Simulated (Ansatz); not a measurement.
Reaction (ligand exchange at the Al–Cl bond): `[OH][Al]([OH])[Cl]` + `CNC` → `C[N](C)[Al]([OH])[OH]` + HCl

Isolated molecules relaxed with PBE0-D4/def2-TZVP in Ansatz; ΔE leaves out vibrations. CCSD(T)/CBS is the MP2 limit (def2-TZVPP, def2-QZVPP) plus CCSD(T) − MP2 in def2-TZVPP, frozen cores. This one scheme is used for every species. Functionals use def2-TZVPP. One conformer a species, not always the lowest.

`[OH][Al]([OH])[Cl]`:

Z-matrix (Å, degrees):
```
Al
O 1 1.680
Cl 1 2.092 2 120.9
O 1 1.680 2 118.2 3 179.9
H 2 0.955 1 122.5 3 0.0
H 4 0.955 1 122.5 2 -180.0
```

`CNC`:

```xyz
10

C    -1.033   -0.544    0.312
N    -0.147   -0.007   -0.695
C     0.991    0.679   -0.130
H    -1.844   -1.100   -0.162
H    -1.483    0.278    0.877
H    -0.536   -1.208    1.040
H     0.168   -0.750   -1.305
H     0.649    1.567    0.411
H     1.657    1.016   -0.927
H     1.578    0.069    0.578
```

`C[N](C)[Al]([OH])[OH]`:

Cartesian coordinates in Å:
```
C 0.742 0.154 1.469
N 0.317 -0.140 0.125
C 1.249 -0.991 -0.576
Al -1.170 0.457 -0.614
O -2.291 1.451 0.180
O -1.475 -0.004 -2.214
H 0.022 0.801 1.978
H 0.848 -0.759 2.073
H 1.715 0.668 1.487
H 0.898 -1.194 -1.590
H 2.243 -0.527 -0.650
H 1.378 -1.956 -0.065
H -2.218 1.761 1.079
H -2.259 0.278 -2.682
```

HCl:

```xyz
2

Cl    0.155   -0.533   -0.317
H    -0.155    0.533    0.317
```

CCSD(T)/CBS gives +78.9 kJ/mol.

Problem. Another level gave +77.6 kJ/mol. Which?
A. MP2/def2-TZVPP
B. revPBE/def2-TZVPP
C. r2SCANh-D4/def2-TZVPP
D. HF/def2-TZVPP

Solution. A. MP2/def2-TZVPP 77.6, r2SCANh-D4 84.0, HF/def2-TZVPP 98.2, revPBE 89.1 kJ/mol.

Problem. What do rigid-rotor, harmonic-oscillator terms from PBE0-D4/def2-TZVP frequencies (298.15 K, 1 bar) make of the CCSD(T)/CBS value? (An estimate is asked.)

Solution. The calculation gave: ΔZPE = -13.5 kJ/mol, ΔH = +69.1 kJ/mol, ΔS = -13 J/(mol·K), ΔG = +72.9 kJ/mol.

Largest T1 diagnostic among the species: 0.011.

From PBE to PBE0 (25 % exact exchange), in def2-TZVPP and without D4, ΔE moves by +3.2 kJ/mol. In def2-TZVPP, CCSD(T) changes the Hartree–Fock value by −22.0 kJ/mol (the triples alone add −2.2 kJ/mol) and MP2 by −20.6 kJ/mol.
